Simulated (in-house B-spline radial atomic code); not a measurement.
Successive ionisation energies of thulium; each step leads to the configuration of the next row (after the last: [Kr] 4d7). NIST's values go from ground level to ground level; the uncertainty of those that are theory runs from under 0.1 % in few-electron ions to several per cent in heavy many-electron ones. Computed with an all-electron radial atomic-structure program (B-spline basis): non-relativistic Hartree-Fock, average of the configuration, point nuclei.

This level leaves out relativity, spin-orbit splitting included, which matters for heavy ions.

| ion | configuration | ionisation energy (eV) | tabulated value (eV) | computed minus tabulated (eV) | highest orbital | largest mean radius (bohr) |
| --- | --- | --- | --- | --- | --- | --- |
| Tm15+ | [Kr] 4d10 4f8 | 334.3 | 352 | -17.7 | 4f | 0.58172 |
| Tm16+ | [Kr] 4d10 4f7 | 370.7 | 387 | -16.3 | 4f | 0.56825 |
| Tm17+ | [Kr] 4d10 4f6 | ? | ? | ? | ? | ? |
| Tm18+ | [Kr] 4d10 4f5 | ? | ? | ? | ? | ? |
| Tm19+ | [Kr] 4d10 4f4 | 487.6 | 496 | -8.4 | 4f | 0.53303 |
| Tm20+ | [Kr] 4d10 4f3 | 529.0 | 530 | -1.0 | 4f | 0.52477 |
| Tm21+ | [Kr] 4d10 4f2 | 571.5 | 570 | 1.5 | 4f | 0.51962 |
| Tm22+ | [Kr] 4d10 4f1 | ? | ? | ? | ? | ? |
| Tm23+ | [Kr] 4d10 | 832.1 | 825 | 7.1 | 4d | 0.50943 |
| Tm24+ | [Kr] 4d9 | 875.9 | 866 | 9.9 | 4d | 0.50435 |
| Tm25+ | [Kr] 4d8 | 920.3 | 911 | 9.3 | 4d | 0.49992 |

Fill in the row of Tm17+.

ionisation energy (eV): 408.4; tabulated value (eV): 424; computed minus tabulated (eV): -15.6; highest orbital: 4f; largest mean radius (bohr): 0.55572.

Fill in the row of Tm18+.

ionisation energy (eV): 447.4; tabulated value (eV): 460; computed minus tabulated (eV): -12.6; highest orbital: 4f; largest mean radius (bohr): 0.54402.

Fill in the row of Tm22+.

ionisation energy (eV): 615.3; tabulated value (eV): 603; computed minus tabulated (eV): 12.3; highest orbital: 4f; largest mean radius (bohr): 0.51451.
